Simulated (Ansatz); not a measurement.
C5H7F (SMILES C=C(C)/C=C\F) moved off its minimum; all values from Ansatz (a first-principles code), cores frozen in correlated methods.
(charge 0, multiplicity 1)
```xyz
13

C      0.46882     2.03752    -0.56623
C     -0.05196     0.87373    -0.19206
C     -1.47955     0.67550    -0.07337
C      0.84485    -0.20542    -0.02001
C      0.79362    -1.46101     0.23473
F     -0.37500    -1.92538     0.55178
H      1.47065     2.35170    -0.75228
H     -0.24646     3.08018    -0.74456
H     -2.02341     1.67706    -0.21014
H     -1.71820     0.43789     0.99927
H     -1.79724    -0.25560    -0.66851
H      2.10750     0.02936    -0.27680
H      1.57542    -2.19953     0.45418
```

Forces at wB97M-V/def2-TZVPP (eV/Å):

| atom | Fx | Fy | Fz |
|---|---|---|---|
| C1 | -2.707 | 4.372 | -0.621 |
| C2 | 0.888 | 1.380 | -0.893 |
| C3 | -2.638 | -0.231 | 1.271 |
| C4 | 7.453 | 1.805 | -1.820 |
| C5 | 0.675 | -1.441 | 1.196 |
| F6 | -2.821 | -2.078 | 0.683 |
| H7 | 0.756 | -0.676 | 0.172 |
| H8 | 1.705 | -3.402 | 0.560 |
| H9 | 0.529 | -1.807 | -0.525 |
| H10 | 0.155 | -0.134 | -0.850 |
| H11 | 0.005 | 1.820 | 0.632 |
| H12 | -3.927 | -0.252 | 0.798 |
| H13 | -0.074 | 0.645 | -0.603 |

### Question
Give the forces (eV/Å), the total energy and the dipole at CCSD(T)/aug-cc-pVTZ.

### Answer

```json
[
 {"atom": "C1", "Fx": "-2.420", "Fy": "4.991", "Fz": "-0.845"},
 {"atom": "C2", "Fx": "0.728", "Fy": "0.715", "Fz": "-0.669"},
 {"atom": "C3", "Fx": "-2.720", "Fy": "-0.261", "Fz": "1.280"},
 {"atom": "C4", "Fx": "7.377", "Fy": "2.586", "Fz": "-1.922"},
 {"atom": "C5", "Fx": "0.784", "Fy": "-2.233", "Fz": "1.267"},
 {"atom": "F6", "Fx": "-3.012", "Fy": "-2.126", "Fz": "0.737"},
 {"atom": "H7", "Fx": "0.870", "Fy": "-0.647", "Fz": "0.153"},
 {"atom": "H8", "Fx": "1.630", "Fy": "-3.301", "Fz": "0.550"},
 {"atom": "H9", "Fx": "0.472", "Fy": "-1.712", "Fz": "-0.564"},
 {"atom": "H10", "Fx": "0.131", "Fy": "-0.166", "Fz": "-0.742"},
 {"atom": "H11", "Fx": "-0.033", "Fy": "1.757", "Fz": "0.570"},
 {"atom": "H12", "Fx": "-3.791", "Fy": "-0.234", "Fz": "0.766"},
 {"atom": "H13", "Fx": "-0.015", "Fy": "0.632", "Fz": "-0.581"}
]
```
Energy -294.0217 hartree, dipole 0.79 D.

Doubts at one or more of the structures used: a restricted determinant that unrestricted orbitals would lower (CCSD(T)/aug-cc-pVTZ).
